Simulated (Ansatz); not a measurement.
Cost and result for the atomization energy of `C=CB[SeH]` (9 atoms, 8 bonds).

Z-matrix (Å, degrees):
```
C
C 1 1.337
H 1 1.086 2 120.9
H 1 1.086 2 122.6 3 -180.0
B 2 1.534 1 120.9 3 0.0
H 2 1.089 1 118.0 3 180.0
Se 5 1.916 2 124.2 1 179.9
H 5 1.195 2 121.5 1 -0.1
H 7 1.471 5 97.2 2 -0.0
```

The species carries charge 0 and has multiplicity 1. Correlated methods include outer-core shells of Se, which these sets cover unevenly. Scalar relativity is left out up to krypton. Geometry: relaxed with PBE0-D4/def2-TZVP. It is one conformer, not always the lowest. Program: Ansatz. All runs use 2 threads of an Intel Xeon Platinum 8488C on a shared host. Times are those of one run each, without the atoms' runs, and a repeat can differ threefold. Electronic energies, without spin–orbit coupling; frozen cores. CCSD(T)/CBS adds CCSD(T) − MP2 in def2-TZVPP to the MP2 limit, and its time is that of the two runs behind it. T1 = 0.013. With those shells the extrapolation isn't a true limit. HSE06 is the plane-wave form, built on full-range PBE exchange.

CCSD(T)/CBS is a level of theory with its own doubt, some kJ/mol a heavy atom from the limit and from the frozen cores, so smaller differences don't rank the functionals.

```tsv
level	functions	wall time
revPBE-D4/def2-TZVPP	211	1.8 s
BLYP-D4/def2-TZVPP	211	1.9 s
PBE0-D4/def2-TZVPP	211	2.7 s
HSE06-D4/def2-TZVPP	211	3 s
r2SCAN-D4/def2-TZVPP (with forces)	211	3.9 s
r2SCANh-D4/def2-TZVPP	211	4.3 s
CCSD(T)/def2-SVP	99	4.9 s
B2PLYP/def2-TZVPP	211	5 s
PBE-QIDH/def2-TZVPP	211	5.5 s
ωB97M-V/def2-TZVPP (with forces)	211	9.5 s
MP2/def2-QZVPP	410	23 s
CCSD(T)/def2-TZVPP	211	79 s
CCSD(T)/CBS(def2)	–	100 s
```

(1) What atomization energy does each give, and how far from CCSD(T)/CBS? (Best estimate.)

## Answers

(1) The calculation gave: 
| level | atomization (kJ/mol) | difference from CCSD(T)/CBS | per bond |
| --- | --- | --- | --- |
| revPBE-D4/def2-TZVPP | 3397.9 | 6.8 | 0.8 |
| BLYP-D4/def2-TZVPP | 3399.8 | 8.7 | 1.1 |
| PBE0-D4/def2-TZVPP | 3423.9 | 32.8 | 4.1 |
| HSE06-D4/def2-TZVPP | 3426.1 | 35.0 | 4.4 |
| r2SCAN-D4/def2-TZVPP (with forces) | 3422.4 | 31.3 | 3.9 |
| r2SCANh-D4/def2-TZVPP | 3403.4 | 12.3 | 1.5 |
| CCSD(T)/def2-SVP | 3247.3 | -143.8 | -18.0 |
| B2PLYP/def2-TZVPP | 3370.5 | -20.6 | -2.6 |
| PBE-QIDH/def2-TZVPP | 3392.2 | 1.1 | 0.1 |
| ωB97M-V/def2-TZVPP (with forces) | 3397.1 | 6.0 | 0.7 |
| MP2/def2-QZVPP | 3406.2 | 15.1 | 1.9 |
| CCSD(T)/def2-TZVPP | 3314.8 | -76.3 | -9.5 |
| CCSD(T)/CBS(def2) | 3391.1 | 0.0 | 0.0 |

The D4 term adds +27.4 kJ/mol with B3LYP and +14.3 kJ/mol with PBE0; it sums over pairs of atoms, weighted by their polarisabilities, and B3LYP, whose exchange is more repulsive, gets the larger term. From BLYP to BHLYP (50 % exact exchange), in def2-TZVPP and without D4, the atomization energy moves by −62.7 kJ/mol: exact exchange takes away binding that semilocal exchange gives to molecules. Leaving LDA and LC-ωPBE aside and taking each functional with its dispersion term where it has one, the values, not all of them listed here, spread over 157.0 kJ/mol, from BHLYP-D4 to PBE-D4. LDA lies +411.1 kJ/mol from PBE without D4, its usual overbinding.

B3LYP here is the variant with VWN-RPA as its local correlation; programs differ in this.
